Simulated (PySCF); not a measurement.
# What a mistake does to a calculation on AlB2CH4 cation

These are calculations, not measurements. The program is PySCF 2.14.0, an open-source quantum chemistry code, run on an isolated molecule that a program drew, which may never have been made. The molecule is AlB2CH4 cation (charge +1, singlet), drawn as the SMILES string `[BH+]C=[B][AlH2]`.

Each row is a Hartree-Fock (HF) and frozen-core CCSD(T) single point in the cc-pV(D+d)Z basis, meant for a local HF minimum. Run 1 is clean. Each other run has one planted mistake out of seven kinds, and not every kind appears here: one electron removed, one electron added, multiplicity raised by two, geometry at a saddle point, minimal basis STO-3G, one bond length entered in bohr, all coordinates scaled. The reference is restricted for singlets and unrestricted otherwise, and also for a bond in bohr. Adding or removing an electron swaps singlet and doublet. Electrons count all cores. HOMO and LUMO are orbital energies over both spins, the gradient is its largest component, and the lowest frequency (negative if imaginary) is given only where the gradient is small. Bond lengths are over the 7 bonds as drawn. T1 is the CCSD diagnostic: over 0.02 (restricted) or 0.045 (unrestricted) a single reference is doubtful.

Geometry of the clean run:
```xyz
8
AlB2CH4 cation, angstrom
B    -3.1878   -0.6930    1.6175
C    -1.8607   -0.8672    2.0754
B    -0.9128    0.2103    2.1809
Al    0.5453    1.8612    2.3448
H    -4.2844   -0.5320    1.2361
H    -1.5385   -1.8723    2.3638
H    -0.0453    3.2356    1.9047
H     1.9396    1.4095    2.8724
```

```
run,electrons,basis functions,<S^2>,HOMO (eV),LUMO (eV),gradient (hartree/bohr),lowest frequency (cm^-1),mean bond (Å),longest bond (Å),T1,HF (hartree),CCSD(T) (hartree),mistake
1,32,85,0.000,-15.73,-4.46,3.3e-05,104,1.4922,2.209,0.0160,-331.16165,-331.53383,no fault
2,32,85,0.880,-12.92,-4.60,7.2e-03,-,1.6902,2.944,0.0490,-331.06440,-331.42338,one bond length entered in bohr
3,32,28,0.000,-14.19,-0.82,3.7e-02,-,1.4922,2.209,0.0165,-327.20771,-327.41205,minimal basis STO-3G
4,32,85,2.016,-12.33,-6.44,6.7e-02,-,1.4922,2.209,0.0155,-331.05474,-331.39410,?
```

**Which mistake was planted in run 4, and what did it cost?**

Electrons, basis and geometry are unchanged, and <S^2> is 2.016, beside S(S+1) = 2.00 for a multiplicity of 3. So the mistake is: multiplicity raised by two. Subtracting run 1 and multiplying by 627.51 kcal/mol a hartree, the energy moved by 67.1 kcal/mol in HF and 87.7 kcal/mol in CCSD(T).

Cautions from the logs. Run 2: T1 is over the limit, so its CCSD(T) energy is less reliable.
